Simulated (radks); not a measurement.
The numbers below are computed, except where a source is named.
Task: Code: a radial shooting solver on a logarithmic mesh with Libxc functionals. Model: non-relativistic Kohn-Sham, LDA (Slater exchange, Perdew-Wang correlation), spin-unpolarised, spherical densities, point nucleus. Response by self-consistent Sternheimer equations with the Hartree and adiabatic LDA kernel. For heavy and open-shell atoms this level of theory can miss by tens of per cent. Rank He, Se+, As+, I+, Rh3+ (NIST ground configurations) by static dipole polarisability, largest first.

Result: I+ 21.01, As+ 17.17, Se+ 14.91, Rh3+ 4.704, He 1.659 bohr^3.
